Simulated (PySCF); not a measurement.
# LaSi at UHF-CCSD(T)

Level: UHF-CCSD(T). La x2c-SVPall, Si x2c-SVPall; spin-free X2C with a Gaussian nucleus (PySCF 2.14).

For LaSi, the state is quartet, about 0.0 electrons in the 4f shell (Mulliken) and the bond length is 2.635 Å. The harmonic wavenumber is 326 cm⁻¹. The force constant is 1.46 mdyn/Å and the rotational constant Be is 0.1042 cm⁻¹. The well depth De to La (5d1 6s2) + Si is 2.27 eV. The dissociation energy D0 is 2.25 eV.

Correlated steps freeze 23 core orbitals. Correlated levels converge slowly with the basis: in double zeta they bind strong bonds too weakly, by up to about 1 eV, and carry superposition errors of some tenths. Spin–orbit coupling is left out, which matters for elements this heavy, above all for dissociation energies. With d or f electrons several states lie close, and the lowest PBE0 determinant need not be the measured ground state.
